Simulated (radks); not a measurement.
Q: Coherent X-ray form factor from a spherical all-electron density. All-electron calculation, scalar-relativistic Kohn-Sham, r2SCAN, spin-polarised, spherical densities, finite nucleus; meta-GGA in the generalised Kohn-Sham scheme; Fermi nuclear charge, rms radius of each element as measured or else 0.836 A^(1/3) + 0.57 fm. Program: a radial shooting solver on a logarithmic mesh with Libxc functionals.

sin(theta)/lambda (1/angstrom),f0 (electrons)
0.05,19.761
0.1,19.079
0.15,18.042
0.2,16.773
0.25,15.396
0.3,14.019
0.4,11.554
0.5,9.682
0.6,8.385
0.8,6.892
1,5.971
1.25,4.937
1.5,3.960
2,2.509

The species is in the configuration that NIST lists as its ground one. Which atom or ion scatters so?

A: The vanadium ion V3+, [Ar] 3d2. Extrapolating in s^2 from the first two rows gives f0(0) = 20.0, near the electron count 20; among species with that count, the fall with angle is slower the higher Z, and the table is that of Z = 23; from so few rows the species is fixed only to a neighbour or two.
